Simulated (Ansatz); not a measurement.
`[NH2][InH][CH2][SeH]`. Charge 0, multiplicity 1. In: def2 effective core potential.

```csv
atom,x (Å),y (Å),z (Å)
N1,1.9286,0.1245,-0.3623
In2,0.4377,-0.7984,0.6274
C3,-1.4801,-0.3677,-0.2435
Se4,-1.9515,1.4199,0.4211
H5,2.8996,0.0518,-0.1082
H6,1.8258,0.5178,-1.2831
H7,0.8119,-1.6196,2.0773
H8,-1.5283,-0.3786,-1.3303
H9,-2.2583,-1.0193,0.1529
H10,-0.6854,2.0694,0.0487
```

List the harmonic frequencies (cm⁻¹, unscaled) at PBE0-D4/def2-TZVP in Ansatz. (An estimate is asked.)

The calculation gave: 46, 69, 122, 140, 213, 328, 420, 456, 508, 600, 614, 641, 692, 813, 1050, 1072, 1413, 1550, 1857, 2422, 3102, 3173, 3602, 3711.

Is this a minimum?

Yes, all 24 modes are real.

Give the ideal-gas thermochemistry at 298.15 K and 1 bar (rigid rotor, harmonic oscillator; point group C1, symmetry number 1).

Zero-point energy 171.2 kJ/mol; H(298) − E = 195.2 kJ/mol; entropy 391.5 J/(mol·K), of which translation 176.4, rotation 120.5, vibration 94.6; G(298) − E = 78.5 kJ/mol. Modes under 100 cm⁻¹ are hindered rotations or soft bends, so the harmonic entropy is rough.
